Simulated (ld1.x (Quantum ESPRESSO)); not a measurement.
## How hard is this neodymium TM potential?

Nd (Z = 60), norm-conserving Troullier–Martins (Kleinman–Bylander form), made with ld1.x (Quantum ESPRESSO) 7.5 (BP86, scalar-relativistic). Core [Xe] 4f3, reference 5d1 6s2 6p0. Waves: 6s (bound): rc 2.80 bohr; 5d (bound): rc 2.20 bohr; 6p (bound, empty): rc 3.15 bohr. Local part: the p channel. Core correction: none.

The pseudo-atom Hamiltonian at the reference potential is diagonalised in spherical Bessel functions j_l(qr) that vanish at 20 bohr, with q² up to the cutoff. All-electron valence levels (Ry): 6s -0.2943, 5d -0.2238, 6p -0.1046.

Q: How do the lowest levels (Ry) of each channel move with the cutoff, and are there ghosts?

A:

| cutoff (Ry) | s #1 | s #2 | s #3 | d #1 | p #1 | p #2 | f #1 | f #2 | Σ f·Δε (mRy) |
| --- | --- | --- | --- | --- | --- | --- | --- | --- | --- |
| 8 | -5.3266 | -0.2918 | 0.0010 | -0.1864 | -0.0990 | 0.0420 | 0.0891 | 0.2002 | 42.6 |
| 10 | -5.3435 | -0.2930 | 0.0008 | -0.2104 | -0.1022 | 0.0408 | 0.0891 | 0.2002 | 16.1 |
| 12 | -5.3500 | -0.2930 | 0.0008 | -0.2200 | -0.1037 | 0.0402 | 0.0891 | 0.2002 | 6.4 |
| 18 | -5.4157 | -0.2940 | 0.0006 | -0.2236 | -0.1042 | 0.0399 | 0.0891 | 0.2001 | 0.8 |
| 21 | -5.4341 | -0.2941 | 0.0006 | -0.2236 | -0.1043 | 0.0398 | 0.0891 | 0.2001 | 0.6 |
| 25 | -5.4361 | -0.2941 | 0.0006 | -0.2237 | -0.1045 | 0.0398 | 0.0891 | 0.2001 | 0.5 |
| 400 | -5.4626 | -0.2943 | 0.0005 | -0.2238 | -0.1046 | 0.0397 | 0.0891 | 0.2001 | 0.0 |

Result: ghost state, extra bound levels that the all-electron valence spectrum of the same l lacks: s at -74.3 eV (a true bound ghost makes a file unfit for plane-wave use); 10 mRy is reached at 12 Ry and 1 mRy at 18 Ry.
